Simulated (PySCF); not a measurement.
Cartesian coordinates (Å):
```xyz
6

O     -0.3656    -1.4563    -0.6778
Ge     0.4103    -0.2690     0.3858
O     -0.4196     1.2548    -0.0498
H     -1.2962    -1.2546    -0.8133
H      1.9098    -0.2525    -0.0661
H     -0.2387     1.9776     0.5561
```
Charge 0, spin multiplicity 2.

Task: Predict the total energy, highest occupied spin orbital and dipole moment from ωB97X-D3(BJ)/def2-TZVP // PBE0-D3(BJ)/def2-TZVP (PySCF 2.14.0).

Result: 
| Quantity | Result |
|---|---|
| total energy | -2229.3044 Ha |
| highest occupied spin orbital | -8.45 eV |
| dipole moment | 2.08 D |
